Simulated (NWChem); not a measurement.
System: formate (CHO$_{2}$ anion); SMILES O=C[O-]

Input file for NWChem:

```
start job
memory heap 200 mb stack 900 mb global 1100 mb
charge -1
geometry units angstroms noautoz
  O      1.136013     0.000000    -0.205563
  C      0.000000     0.000000     0.321913
  O     -1.136013     0.000000    -0.205563
  H      0.000000     0.000000     1.466577
end
basis spherical
  * library 6-31g*
end
dft
  xc r2scan
  iterations 200
  vectors input hcore
end
task dft gradient
```

Output (shortened):

```
             Northwest Computational Chemistry Package (NWChem) 7.3.0
             --------------------------------------------------------

 C2V symmetry detected

                             Geometry "geometry" -> ""
                             -------------------------

 Output coordinates in angstroms (scale by  1.889725989 to convert to a.u.)

  No.       Tag          Charge          X              Y              Z
 ---- ---------------- ---------- -------------- -------------- --------------
    1 O                    8.0000     1.13601300     0.00000000    -0.21030417
    2 C                    6.0000     0.00000000     0.00000000     0.31717183
    3 O                    8.0000    -1.13601300     0.00000000    -0.21030417
    4 H                    1.0000     0.00000000     0.00000000     1.46183583

 Effective nuclear repulsion energy (a.u.)      62.4280501181

      Symmetry information
      --------------------

 Group name             C2v
 Group number             16
 Group order               4
 No. of unique centers     3

                                 NWChem DFT Module
                                 -----------------

 Summary of "ao basis" -> "ao basis" (spherical)
 ------------------------------------------------------------------------------
       Tag                 Description            Shells   Functions and Types
 ---------------- ------------------------------  ------  ---------------------
 O                           6-31g*                  6       14   3s2p1d
 C                           6-31g*                  6       14   3s2p1d
 H                           6-31g*                  2        2   2s

      Symmetry analysis of basis
      --------------------------

        a1         19
        a2          5
        b1         13
        b2          7

            General Information
            -------------------
          SCF calculation type: DFT
          Wavefunction type:  closed shell.
          No. of atoms     :     4
          No. of electrons :    24
           Alpha electrons :    12
            Beta electrons :    12
          Charge           :    -1
          Spin multiplicity:     1
          Use of symmetry is: on ; symmetry adaption is: on
          Maximum number of iterations: 200
          AO basis - number of functions:    44
                     number of shells:    20
          Convergence on energy requested:  1.00D-06
          Convergence on density requested:  1.00D-05
          Convergence on gradient requested:  5.00D-04

              XC Information
              --------------
                      r^2SCAN Method XC Functional
               r^2SCAN metaGGA Exchange Functional  1.000
                     r^2SCAN Correlation Potential  1.000

             Grid Information
             ----------------
          Grid used for XC integration:  medium
          Radial quadrature: Mura-Knowles
          Angular quadrature: Lebedev.
          Tag              B.-S. Rad. Rad. Pts. Rad. Cut. Ang. Pts.
          ---              ---------- --------- --------- ---------
          O                   0.60       49           7.0       434
          C                   0.70       49           6.0       434
          H                   0.35       45           6.0       434
          Grid pruning is: on
          Number of quadrature shells:   143
          Spatial weights used:  Erf1

      Non-variational initial energy
      ------------------------------

 Total energy =      62.428050
 1-e energy   =       0.000000
 2-e energy   =       0.000000
 HOMO         =     -11.623487
 LUMO         =     -11.544603

      Symmetry analysis of molecular orbitals - initial
      -------------------------------------------------

  Numbering of irreducible representations:

     1 a1          2 a2          3 b1          4 b2

  Orbital symmetries:

     1 b1          2 a1          3 a1          4 a1          5 b1
     6 a1          7 b1          8 b2          9 a2         10 a1
    11 b1         12 a1         13 b1         14 b2         15 a1
    16 a1         17 a2         18 b1         19 b2         20 a1
    21 a1         22 b2

   convergence    iter        energy       DeltaE   RMS-Dens  Diis-err
 ---------------- ----- ----------------- --------- --------- ---------
 d= 0,ls=0.0,diis     1   -173.3320232186 -2.36D+02  1.07D+00  6.11D+01
 d= 0,ls=0.0,diis     2   -169.9717604861  3.36D+00  1.05D+00  9.64D+01
 d= 0,ls=0.0,diis     3   -188.6406001605 -1.87D+01  6.82D-02  3.94D+00
 d= 0,ls=0.0,diis     4   -188.7035227276 -6.29D-02  1.66D-02  3.66D+00
 d= 0,ls=0.0,diis     5   -189.0059075508 -3.02D-01  2.02D-02  6.56D-01
 d= 0,ls=0.0,diis     6   -189.0638167480 -5.79D-02  4.31D-03  1.72D-01
  Resetting Diis
 d= 0,ls=0.0,diis     7   -189.0805271368 -1.67D-02  6.47D-04  7.69D-04
 d= 0,ls=0.0,diis     8   -189.0806237349 -9.66D-05  1.59D-04  1.17D-05
 d= 0,ls=0.0,diis     9   -189.0806233706  3.64D-07  8.02D-05  1.74D-05
 d= 0,ls=0.0,diis    10   -189.0806249651 -1.59D-06  1.47D-05  1.51D-06
 d= 0,ls=0.0,diis    11   -189.0806251021 -1.37D-07  3.50D-06  5.25D-08

         Total DFT energy =     -189.080625102101
      One electron energy =     -389.740404676129
           Coulomb energy =      161.394891513048
    Exchange-Corr. energy =      -23.163162057085
 Nuclear repulsion energy =       62.428050118066

 Numeric. integr. density =       23.999999897111

                  Occupations of the irreducible representations
                  ----------------------------------------------

                     irrep           alpha         beta
                     --------     --------     --------
                     a1                6.0          6.0
                     a2                1.0          1.0
                     b1                4.0          4.0
                     b2                1.0          1.0

                       DFT Final Molecular Orbital Analysis
                       ------------------------------------

 Vector   10  Occ=2.000000D+00  E= 2.465023D-02  Symmetry=a2
              MO Center= -2.3D-14,  2.5D-15, -1.9D-01, r^2= 1.9D+00
   Bfn.  Coefficient  Atom+Function         Bfn.  Coefficient  Atom+Function
  ----- ------------  ---------------      ----- ------------  ---------------
     4      0.452743  1 O  py                32     -0.452743  3 O  py
     8      0.361520  1 O  py                36     -0.361520  3 O  py
    24      0.044039  2 C  d -2

 Vector   11  Occ=2.000000D+00  E= 4.573370D-02  Symmetry=b1
              MO Center= -8.2D-14, -2.2D-15, -1.4D-01, r^2= 1.9D+00
   Bfn.  Coefficient  Atom+Function         Bfn.  Coefficient  Atom+Function
  ----- ------------  ---------------      ----- ------------  ---------------
     5      0.357670  1 O  pz                33     -0.357670  3 O  pz
     3      0.293215  1 O  px                31      0.293215  3 O  px
     9      0.251127  1 O  pz                37     -0.251127  3 O  pz
     7      0.246176  1 O  px                35      0.246176  3 O  px
    21      0.195996  2 C  px                 6     -0.113928  1 O  s

 Vector   12  Occ=2.000000D+00  E= 4.610750D-02  Symmetry=a1
              MO Center=  8.5D-14, -5.7D-16,  1.1D-01, r^2= 2.1D+00
   Bfn.  Coefficient  Atom+Function         Bfn.  Coefficient  Atom+Function
  ----- ------------  ---------------      ----- ------------  ---------------
    44     -0.439377  4 H  s                  5      0.409259  1 O  pz
    33      0.409259  3 O  pz                 9      0.314868  1 O  pz
    37      0.314868  3 O  pz                43     -0.205501  4 H  s
    23      0.140856  2 C  pz                19     -0.094409  2 C  pz
     6      0.078177  1 O  s                 34      0.078177  3 O  s

 Vector   13  Occ=0.000000D+00  E= 2.794721D-01  Symmetry=b2
              MO Center= -1.7D-15, -7.2D-16,  1.4D-01, r^2= 1.6D+00
   Bfn.  Coefficient  Atom+Function         Bfn.  Coefficient  Atom+Function
  ----- ------------  ---------------      ----- ------------  ---------------
    22      0.620135  2 C  py                18      0.525239  2 C  py
     8     -0.398090  1 O  py                36     -0.398090  3 O  py
     4     -0.350518  1 O  py                32     -0.350518  3 O  py
    25      0.028588  2 C  d -1

 Vector   14  Occ=0.000000D+00  E= 3.546556D-01  Symmetry=a1
              MO Center=  7.6D-16, -6.6D-17,  1.5D+00, r^2= 1.9D+00
   Bfn.  Coefficient  Atom+Function         Bfn.  Coefficient  Atom+Function
  ----- ------------  ---------------      ----- ------------  ---------------
    44     -1.899788  4 H  s                 20      1.788073  2 C  s
    23      0.780687  2 C  pz                19      0.382309  2 C  pz
     9     -0.255068  1 O  pz                37     -0.255068  3 O  pz
     6     -0.221652  1 O  s                 34     -0.221652  3 O  s
    16      0.158155  2 C  s                  5     -0.127774  1 O  pz

[...]

                         DFT ENERGY GRADIENTS

    atom               coordinates                        gradient
                 x          y          z           x          y          z
   1 O       2.146753   0.000000  -0.397417   -0.006540   0.000000  -0.000233
   2 C       0.000000   0.000000   0.599368    0.000000   0.000000   0.006511
   3 O      -2.146753   0.000000  -0.397417    0.006540   0.000000  -0.000233
   4 H       0.000000   0.000000   2.762469    0.000000   0.000000  -0.006045
```

Level: r2SCAN/6-31G* (spherical d). Sets without diffuse functions describe the anion's extra electron poorly. Structure relaxed at the B3LYP/def2-SVPD level. The highest occupied level is positive, so the extra electron may be held by the finite basis.
